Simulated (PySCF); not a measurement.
Molecule: `C#CB1CC[C@H](C#C)C1`, C8H9B.

Bonds (- single, = double, # triple, : aromatic): C1#C2, C2-B3, B3-C4, C4-C5, C5-C6, C6-C7, C7#C8, C6-C9, C9-B3. C1 carries H10; C4 carries H11, H12; C5 carries H13, H14; C6 carries H15; C8 carries H16; C9 carries H17, H18. Stereochemistry as in C#CB1CC[C@H](C#C)C1. H11, H14, H17 are cis to C7 on the ring; H12, H13, H18 are trans to C7 on the ring.

Frames of a GFN2-xTB Langevin trajectory at 300 K; GIAO PBE0/pcSseg-1 shieldings in PySCF 2.14.0 with density-fitted response routines, gas phase, non-relativistic; equivalent atoms averaged within each frame.

References, each an isolated molecule treated in the same way: 13C (σref 186.93), 1H (σref 31.72) against TMS; BF3·OEt2 for 11B (σref 100.07). The references are static minima.

How do the shifts (ppm) fluctuate along the trajectory?

Results:


```csv
time (fs),C1,C7,C2,C8,C5,C9,C6,C4,B3,H10
optimised geometry,133.7,94.2,94.2,74.6,39.9,45.0,34.2,35.0,79.4,4.61
250,135.5,102.8,95.6,79.9,47.3,46.9,39.6,35.0,78.2,4.99
425,134.9,92.6,94.1,77.8,42.9,47.7,35.5,39.1,80.6,5.36
625,128.2,95.1,95.4,75.6,56.2,43.2,34.0,38.1,83.5,4.55
800,139.5,102.7,99.7,82.3,44.8,56.6,40.9,33.8,71.8,5.76
1000,139.9,97.8,95.6,76.6,39.3,50.1,36.6,30.8,83.1,4.45
mean of frames,135.6,98.2,96.1,78.4,46.1,48.9,37.3,35.4,79.4,5.02
standard deviation,4.7,4.5,2.1,2.7,6.3,5.0,2.9,3.3,4.8,0.55
```

5 frames give an uncertainty of the mean of about the standard deviation over 2.2 at best, since frames this close in time may not be independent; classical motion lacks zero-point vibration, and the reference would need the same averaging.
